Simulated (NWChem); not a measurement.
System: C₃H₄F₂Si; SMILES F[SiH2]C(F)=C=C

The following NWChem deck was run.

```
start job
memory heap 200 mb stack 900 mb global 1100 mb
geometry units angstroms noautosym nocenter noautoz
  C      1.552499    -2.147066     0.000000
  C      0.512255    -1.355402     0.000000
  C     -0.480729    -0.502646     0.000000
  F     -1.786564    -0.939651     0.000000
  Si    -0.359703     1.365868     0.000000
  F      1.203247     1.764470     0.000000
  H      2.005969    -2.494993    -0.926977
  H      2.005969    -2.494993     0.926977
  H     -1.008657     1.911904     1.216844
  H     -1.008657     1.911904    -1.216844
end
basis spherical
  C library 6-31g*
  F library 6-31g*
  Si library 6-31g*
  H library 6-31g*
end
dft
  xc m05-2x
  iterations 150
end
cosmo
  do_cosmo_smd true
  solvent water
end
task dft energy
```

Output (shortened):

```
             Northwest Computational Chemistry Package (NWChem) 7.3.0
             --------------------------------------------------------

                             Geometry "geometry" -> ""
                             -------------------------

 Output coordinates in angstroms (scale by  1.889725989 to convert to a.u.)

  No.       Tag          Charge          X              Y              Z
 ---- ---------------- ---------- -------------- -------------- --------------
    1 C                    6.0000     1.55249900    -2.14706600     0.00000000
    2 C                    6.0000     0.51225500    -1.35540200     0.00000000
    3 C                    6.0000    -0.48072900    -0.50264600     0.00000000
    4 F                    9.0000    -1.78656400    -0.93965100     0.00000000
    5 Si                  14.0000    -0.35970300     1.36586800     0.00000000
    6 F                    9.0000     1.20324700     1.76447000     0.00000000
    7 H                    1.0000     2.00596900    -2.49499300    -0.92697700
    8 H                    1.0000     2.00596900    -2.49499300     0.92697700
    9 H                    1.0000    -1.00865700     1.91190400     1.21684400
   10 H                    1.0000    -1.00865700     1.91190400    -1.21684400

 Effective nuclear repulsion energy (a.u.)     272.0275646220

                                 NWChem DFT Module
                                 -----------------

 Summary of "ao basis" -> "ao basis" (spherical)
 ------------------------------------------------------------------------------
       Tag                 Description            Shells   Functions and Types
 ---------------- ------------------------------  ------  ---------------------
 C                           6-31g*                  6       14   3s2p1d
 F                           6-31g*                  6       14   3s2p1d
 Si                          6-31g*                  8       18   4s3p1d
 H                           6-31g*                  2        2   2s

 in cosmo_initialize ...
 calling solv_data for solv:h2o

 solvent parameters
 solvname_short: h2o
 solvname_long:  water
 dielec:       78.4000
 dielecinf:     1.7769
 aqueous SMD model solvent descriptors
 dielec:       78.4000
 sola:          0.8200

          ---------------
          -cosmo- solvent
          ---------------
 Cosmo: York-Karplus, doi: 10.1021/jp992097l
 dielectric constant -eps-     =  78.40
 screen = (eps-1)/(eps    )    =   0.98724
 surface charge correction     = lagrangian

   van der Waals surface
 --------------------------

 ---------- ATOMIC COORDINATES (A.U.) ------------ VDWR(ANG.) --
     1    2.93379771   -4.05736642    0.00000000     1.850
     2    0.96802159   -2.56133838    0.00000000     1.850
     3   -0.90844608   -0.94986321    0.00000000     1.850
     4   -3.37611642   -1.77568291    0.00000000     1.730
     5   -0.67974011    2.58111626    0.00000000     2.470
     6    2.27380713    3.33436482    0.00000000     1.730
     7    3.79073175   -4.71485311   -1.75173253     1.200
     8    3.79073175   -4.71485311    1.75173253     1.200
     9   -1.90608535    3.61297468    2.29950173     1.200
    10   -1.90608535    3.61297468   -2.29950173     1.200
 number of segments per atom =        128
 number of   points per atom =        128
 atom (   nspa,  nppa )
 ----------------------
    1 (     74,     0 )       0
    2 (     50,     0 )       0
    3 (     20,     0 )       0
    4 (     80,     0 )       0
    5 (     86,     0 )       0
    6 (     66,     0 )       0
    7 (     55,     0 )       0
    8 (     55,     0 )       0
    9 (     32,     0 )       0
   10 (     32,     0 )       0
 number of -cosmo- surface points =      550
 molecular surface =    136.146 angstrom**2
 molecular volume  =    123.177 angstrom**3
 -lineq- algorithm             =   0
 -bem- low  level              =   3
 -bem- from -octahedral-
 gaussian surface charge width =   4.50000
 degree of switching           =   1.00000
 switching function tolerance  =   0.00010
 atomic radii =
 --------------
    1  6.000  1.850
    2  6.000  1.850
    3  6.000  1.850
    4  9.000  1.730
    5 14.000  2.470
    6  9.000  1.730
    7  1.000  1.200
    8  1.000  1.200
    9  1.000  1.200
   10  1.000  1.200
 ...... end of -cosmo- initialization ......

[...]

                                COSMO-SMD solvation results
                                ---------------------------

             internal energy in gas <Psi(g)|H|Psi(g)> =      -605.807795058710
         internal energy in solvent <Psi(s)|H|Psi(s)> =      -605.806839829819
                               delta internal energy  =         0.000955228890 (    0.60 kcal/mol)
   total free energy in solvent <Psi(s)|H+V/2|Psi(s)> =      -605.813770855149
 polarization energy contribution <Psi(s)|V/2|Psi(s)> =        -0.006931025330 (   -4.35 kcal/mol)
    total free energy in solvent including G(SMD-CDS) =      -605.805448414950
                       G(SMD-CDS) energy contribution =         0.008322440199 (    5.22 kcal/mol)
     1 M fixed-concentration free energy of solvation =         0.002346643759 (    1.47 kcal/mol)

                       DFT Final Molecular Orbital Analysis
                       ------------------------------------

 Vector   25  Occ=2.000000D+00  E=-4.119496D-01
              MO Center= -6.4D-01,  1.6D+00, -2.4D-08, r^2= 2.6D+00
   Bfn.  Coefficient  Atom+Function         Bfn.  Coefficient  Atom+Function
  ----- ------------  ---------------      ----- ------------  ---------------
    65      0.382105   5 Si pz               94      0.279907   9 H  s
    96     -0.279907  10 H  s                79     -0.226869   6 F  pz
    93      0.224142   9 H  s                95     -0.224142  10 H  s
    83     -0.183387   6 F  pz               61     -0.153289   5 Si pz
    47     -0.116811   4 F  pz               51     -0.088157   4 F  pz

 Vector   26  Occ=2.000000D+00  E=-3.464657D-01
              MO Center=  7.2D-01, -1.3D+00, -4.1D-10, r^2= 2.9D+00
   Bfn.  Coefficient  Atom+Function         Bfn.  Coefficient  Atom+Function
  ----- ------------  ---------------      ----- ------------  ---------------
    18      0.305880   2 C  py                4      0.291052   1 C  py
     3      0.240007   1 C  px                8      0.211896   1 C  py
    64      0.195278   5 Si py               22      0.190034   2 C  py
    17      0.182655   2 C  px                7      0.176198   1 C  px
    32     -0.146424   3 C  py               34     -0.144346   3 C  s

 Vector   27  Occ=2.000000D+00  E=-3.228404D-01
              MO Center= -2.9D-02, -8.8D-01,  1.2D-10, r^2= 2.8D+00
   Bfn.  Coefficient  Atom+Function         Bfn.  Coefficient  Atom+Function
  ----- ------------  ---------------      ----- ------------  ---------------
    33      0.382784   3 C  pz               19      0.353268   2 C  pz
    23      0.271321   2 C  pz               47     -0.243459   4 F  pz
    37      0.237110   3 C  pz               51     -0.203414   4 F  pz
    94     -0.132992   9 H  s                96      0.132992  10 H  s
     5     -0.124882   1 C  pz               89      0.103358   7 H  s

 Vector   28  Occ=0.000000D+00  E= 8.891275D-03
              MO Center=  3.2D-01, -7.8D-01, -5.3D-11, r^2= 4.9D+00
   Bfn.  Coefficient  Atom+Function         Bfn.  Coefficient  Atom+Function
  ----- ------------  ---------------      ----- ------------  ---------------
     8      0.387991   1 C  py               67     -0.326578   5 Si px
     7      0.278311   1 C  px               21     -0.277645   2 C  px
     4      0.273570   1 C  py               68     -0.272230   5 Si py
    48     -0.257742   4 F  s                35     -0.249440   3 C  px
    22     -0.222830   2 C  py                3      0.212322   1 C  px

 Vector   29  Occ=0.000000D+00  E= 4.312418D-02
              MO Center=  2.0D-01, -8.1D-01, -4.1D-09, r^2= 3.5D+00
   Bfn.  Coefficient  Atom+Function         Bfn.  Coefficient  Atom+Function
  ----- ------------  ---------------      ----- ------------  ---------------
    23      0.505837   2 C  pz               37     -0.457996   3 C  pz
    19      0.420209   2 C  pz               90      0.355072   7 H  s
    92     -0.355072   8 H  s                33     -0.347414   3 C  pz
    94      0.307305   9 H  s                96     -0.307305  10 H  s
    69     -0.292815   5 Si pz               65     -0.174794   5 Si pz

 Vector   30  Occ=0.000000D+00  E= 7.655265D-02
              MO Center= -1.9D-02,  7.2D-01,  2.6D-09, r^2= 5.6D+00
   Bfn.  Coefficient  Atom+Function         Bfn.  Coefficient  Atom+Function
  ----- ------------  ---------------      ----- ------------  ---------------
    67      0.932080   5 Si px               80     -0.483642   6 F  s
     8      0.276332   1 C  py               22     -0.262643   2 C  py
    63      0.256653   5 Si px               21     -0.234707   2 C  px
    18     -0.214612   2 C  py               62      0.182711   5 Si s
     7      0.163160   1 C  px               17     -0.141646   2 C  px

     Multipole analysis of the density
     ---------------------------------

     L   x y z        total         alpha         beta         nuclear
     -   - - -        -----         -----         ----         -------
     0   0 0 0     -0.000000    -27.000000    -27.000000     54.000000

     1   1 0 0      0.436613     -0.927887     -0.927887      2.292387
     1   0 1 0     -0.273831     -1.411215     -1.411215      2.548600
     1   0 0 1      0.000000      0.000000      0.000000      0.000000

     2   2 0 0    -30.584798   -142.195685   -142.195685    253.806573
     2   1 1 0     -6.463972     13.274118     13.274118    -33.012208
     2   1 0 1     -0.000000     -0.000000     -0.000000      0.000000
     2   0 2 0    -27.848242   -231.837098   -231.837098    435.825955
     2   0 1 1      0.000000      0.000000      0.000000      0.000000
     2   0 0 2    -29.206529    -22.959539    -22.959539     16.712550
```

Level: M05-2X/6-31G* (spherical d), SMD on the gas-phase geometry. Geometry: optimised at B3LYP/6-31G* (spherical d). Solvent: water.
